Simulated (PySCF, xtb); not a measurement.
H5O4Si, SMILES O[Si](O)(O)[OH2+], charge +1.

xtb with GFN2-xTB at its own geometry gives an orbital gap of 9.11 eV.

Geometry: PBE0-D3(BJ)/def2-SVP. The isomer is the one that the SMILES or the coordinates give; other isomers of the formula were not compared. One conformer was computed; it need not be the lowest.

Task: What does B3LYP/def2-TZVP run with PySCF give? (The exact figures need the calculation; the answer reports its results.)

Result: gap 8.76 eV (levels -14.39 and -5.63 eV).
